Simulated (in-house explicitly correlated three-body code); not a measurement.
Results of a calculation; reference values are marked as such.
# Two electrons around a charge Z: highest levels of functionals against the exact one

The exact non-relativistic ground state comes from a variational code in 260 exponentially correlated functions, the Kohn-Sham parts from inverting its density (past Z = 6 the correlation energy is taken as exact minus Hartree-Fock, equal to within microhartrees), and self-consistent runs (Hartree-Fock is restricted) from a B-spline radial code. Z may be fractional; the second electron is bound down to Z = 0.911.

The exact Kohn-Sham level equals minus the binding energy. «Unbound» marks a run whose level isn't bound or that didn't converge.

```tsv
Z	exact (eV)	Hartree-Fock (eV)	PW91 (eV)	LDA PW92 (eV)	PBE0 (eV)	wB97X (eV)
1.3	-5.031	-5.491	-0.7929	-0.784	-2.019	-4.658
1.54	-10.24	-10.66	-4.442	-4.333	-6.068	-8.826
1.68	-14	-14.41	-7.308	-7.131	-9.157	-11.92
1.9	-20.98	-21.38	-12.9	-12.6	-15.09	-17.81
2.12	?	?	?	?	?	?
2.44	-43.71	-44.07	-32.2	-31.57	-35.23	-37.73
2.78	-62.08	-62.43	-48.42	-47.57	-51.97	-54.33
3.16	-86.34	-86.67	-70.28	-69.16	-74.41	-76.59
3.76	-132.6	-133	-112.8	-111.2	-117.8	-119.8
4.1	?	?	?	?	?	?
4.8	-236.1	-236.4	-209.6	-207.3	-216.3	-217.8
5.4	-309.2	-309.4	-278.9	-276.1	-286.5	-287.7
```

**Question.** What belongs in the row Z = 2.12?

**Answer.** exact (eV): -29.28; Hartree-Fock (eV): -29.66; PW91 (eV): -19.8; LDA PW92 (eV): -19.38; PBE0 (eV): -22.34; wB97X (eV): -24.98.

**Question.** What belongs in the row Z = 4.1?

**Answer.** exact (eV): -163.2; Hartree-Fock (eV): -163.5; PW91 (eV): -141.2; LDA PW92 (eV): -139.4; PBE0 (eV): -146.8; wB97X (eV): -148.6.

**Question.** Why do the levels of the functionals lie above the exact one?

**Answer.** Semilocal exchange-correlation potentials fall off faster than the exact −1/r, since they don't cancel the electron's repulsion by itself; hybrids restore a share of the tail, and range-separated ones all of it at long range. Hartree-Fock has the tail but lacks relaxation and correlation.
